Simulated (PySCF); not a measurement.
Constitutional and geometric isomers with formula C2H6Si2. All species are isolated molecules in the gas phase. One relaxed conformer stands for each flexible species; it need not be the lowest. Strings in code marks are SMILES.

Quantity: electronic energy of isomers of C2H6Si2 relative to `C1=C[SiH2][SiH2]1`, in kcal/mol.

Level 1: B3LYP/3-21G // B3LYP-D3(BJ)/def2-TZVP (PySCF)
Level 2: PBE/6-31G* // B3LYP-D3(BJ)/def2-TZVP (PySCF)
Level 3: SVWN5/6-31G* // B3LYP-D3(BJ)/def2-TZVP (PySCF)
Level 4: frozen-core MP2/6-31G* // B3LYP-D3(BJ)/def2-TZVP (PySCF)

```csv
species,level 2,level 3,level 4
`C=[SiH]C=[SiH2]` (C–Si–C–Si torsion 180°),32.5,33.9,32.6
`[SiH2]=C1C[SiH2]1`,34.7,33.3,34.1
`[SiH2]=CC=[SiH2]` (Si–C–C–Si torsion 180°),36.5,36.6,40.1
```

Problem. What does level 1 give for each, and how far do the other levels lie from it on average?

Solution. 
- `C=[SiH]C=[SiH2]` (C–Si–C–Si torsion 180°): 25.5
- `[SiH2]=C1C[SiH2]1`: 37.2
- `[SiH2]=CC=[SiH2]` (Si–C–C–Si torsion 180°): 30.8
Mean absolute difference from level 1, which has limits of its own, over these rows (drawn at random from the members that have all these levels): level 2 5.08 kcal/mol, level 3 6.03 kcal/mol, level 4 6.49 kcal/mol.
